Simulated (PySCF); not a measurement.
## Which element holds Br most strongly?

CCSD(T) in PySCF with def2-TZVPPD on every atom (core potentials on In), for the lowest determinant that a PBE0 search found; no spin–orbit coupling. D0 is De less the harmonic zero-point energy.

| M | state (unpaired electrons) | Re (Å) | ωe (cm⁻¹) | D0(MBr) (eV) |
| --- | --- | --- | --- | --- |
| P | triplet (π ↑↑) | 2.190 | 429 | 2.64 |
| Si | doublet (π ↑) | 2.237 | 421 | 3.68 |
| Al | singlet (closed shell) | 2.317 | 378 | 4.54 |
| Ge | doublet (π ↑) | 2.326 | 300 | 3.50 |
| Ga | singlet (closed shell) | 2.367 | 272 | 4.32 |
| In | singlet (closed shell) | 2.562 | 221 | 4.11 |
| B | singlet (closed shell) | 1.898 | 690 | 4.42 |

**Question.** Order the elements by D0 and give the energy of PBr + Ga → GaBr + P.

**Answer.** Al > B > Ga > In > Si > Ge > P; ΔE = 2.64 − 4.32 = -1.68 eV at CCSD(T)/def2-TZVPPD. Close neighbours can swap at other levels.

Correlated steps freeze the inner cores (10 to 18 orbitals); shallow outer-core shells are correlated. Spin–orbit coupling is left out, which matters for elements this heavy, above all for dissociation energies. Where the molecule has an RHF reference, its open-shell atoms are computed with UHF. States were picked by a PBE0 search and need not be the measured ground states.
